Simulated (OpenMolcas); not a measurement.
Mn3+ (d4) among equal point charges was computed by CASSCF with the d shell active (OpenMolcas, ANO-RCC-VDZP on the metal). Its lowest spin-free states, and all those of the highest spin:

```
2S+1  Degeneracy  E (cm-1)
   5           1       0.0
   5           1      7980
   5           2     12619
   5           1     16802
   3           1     17359
   3           2     20533
   3           1     24495
   3           2     26812
   3           1     26863
   3           1     27323
   1           1     29120
   3           1     29381
```

Is the site octahedral, tetrahedral or cube-like, axial, or of lower symmetry?

The states with 2S+1 = 5 have orbital degeneracies 1, 1, 2, 1. There are pairs but no triples, so the site is axial: not cubic, but with a proper or improper axis of order three or more. The run had Mn3+ among 6 point charges of -2 e arranged as a tetragonal octahedron (D4h), 1.67 Å from the ion, with the axial distance 1.503 Å. The active orbitals were held to one l.

Without dynamic correlation the repulsion within the d shell is too large (B by tens of per cent), so at a given field states of lower spin stand too high. Point charges carry no covalency, so the field is a model and not that of real ligands. No measured value stands beside these numbers.
